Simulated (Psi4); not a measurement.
singlet methylene (CH2), singlet, geometry from GFN2-xTB. Base run: CAM-B3LYP/pcseg-1 in Psi4 1.11.

Geometry (Å):
```xyz
3

C      0.0040     0.0012     0.1646
H      0.0003     0.8779    -0.5009
H     -0.0245    -0.8854    -0.4870
```
All else is at Psi4's defaults (density fitting).
Base energy -39.09575 Eh.

Each row names what was changed in the base input (with any setting that the change needs).

```tsv
change	ΔE vs base (mEh)	SCF cycles	grid points	basis functions	outcome
base	0.000	7	66043	24	converged
cholesky_tolerance = 1e-3 (with scf_type cd)	-	-	-	-	input refused
puream = true	0.000	7	66043	24	converged
dft_nuclear_scheme = stratmann	0.000	7	62487	24	converged
dft_radial_points = 150	0.000	7	131299	24	converged
scf_type = dfdirj+link	-	-	-	-	input refused
puream = false	-0.016	7	66043	25	converged
cholesky_tolerance = 1e-6 (with scf_type cd)	-	-	-	-	input refused
dft_spherical_points = 434	0.000	7	94919	24	converged
dft_pruning_scheme = robust	0.000	7	45837	24	converged
basis_guess = sto-3g	0.000	6	66043	24	converged
dft_radial_scheme = multiexp	0.000	7	67860	24	converged
diis_max_vecs = 3	0.000	8	66043	24	converged
```

- cholesky_tolerance = 1e-3 (with scf_type cd): ended with `psi4.driver.p4util.exceptions.ValidationError: SCF: SCF_TYPE (CD) not supported for range-separated functionals, plese use SCF_TYPE = 'DF' to automatically select the correct JK build.`
- scf_type = dfdirj+link: ended with `psi4.driver.p4util.exceptions.ValidationError: SCF: SCF_TYPE (DFDIRJ+LINK) not supported for range-separated functionals, plese use SCF_TYPE = 'DF' to automatically select the correct JK build.`
- cholesky_tolerance = 1e-6 (with scf_type cd): ended with `psi4.driver.p4util.exceptions.ValidationError: SCF: SCF_TYPE (CD) not supported for range-separated functionals, plese use SCF_TYPE = 'DF' to automatically select the correct JK build.`
